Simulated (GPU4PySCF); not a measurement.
**Exercise with solution: oscillator strength and radiative lifetime**

F4TCNQ (C₁₂F₄N₄), SMILES N#CC(C#N)=c1c(F)c(F)c(=C(C#N)C#N)c(F)c1F.

Geometry: PBE0-D3(BJ)/def2-TZVP.

TDA-PBE/def2-SVPD (GPU4PySCF) puts the first singlet state with f over 0.02 at 3.59 eV (vertical), with the transition dipole (0.000, 0.000, 4.904) in atomic units.

### Question
Find the oscillator strength, the wavelength and the radiative lifetime that this transition would have in vacuum if emission retraced absorption.

### Answer

|μ|² = 24.0492 au, so |μ| = 12.46 D. ΔE = 3.59/27.211 = 0.1319 hartree. f = (2/3) ΔE |μ|² = 2.115 (the program prints 2.116).
λ = 1239.84/3.59 = 345 nm; ν = 28955 cm⁻¹.
Einstein's coefficient A = 0.6670 ν² f s⁻¹ (ν in cm⁻¹) = 1.2e9 s⁻¹, so τ = 1/A = 0.85 ns. This state is S4; the lower singlets have f = 0.000, 0.000, 0.000. The figure is the radiative limit of this one transition; relaxation, internal conversion, crossing to triplets and a medium change what is measured.
